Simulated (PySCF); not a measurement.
Computed IR spectrum (relative IR intensity) of a molecule CH9NSi2. Coordinates come from a PBE-D3(BJ)/def2-SVP optimisation. Other conformers were not sampled. Computed with PySCF with PBE-D3(BJ)/def2-SVP. Frequencies are harmonic and unscaled.

Lines under 2 % of the strongest are left out, and lines within 2 cm⁻¹ are merged.

ν (cm⁻¹): 147 (w), 151 (vw), 247 (w), 450 (w), 462 (m), 501 (s), 615 (vw), 671 (w), 713 (w), 781 (m), 799 (vs), 846 (m), 862 (w), 889 (w), 905 (m), 909 (m), 1211 (w), 1503 (w), 2124 (m), 2134 (w), 2142 (s), 2145 (s), 3463 (w), 3554 (w) (against the strongest line: vs over 80 %, s over 45 %, m over 15 %, w over 4 %, vw less)

Task: Identify the compound among the candidates.
A) CN[SiH2][SiH3]
B) [SiH3]CN[SiH3]
C) C[Si@@H](N)[SiH3]
D) C[SiH2][SiH2]N

Result: C, C[Si@@H](N)[SiH3]
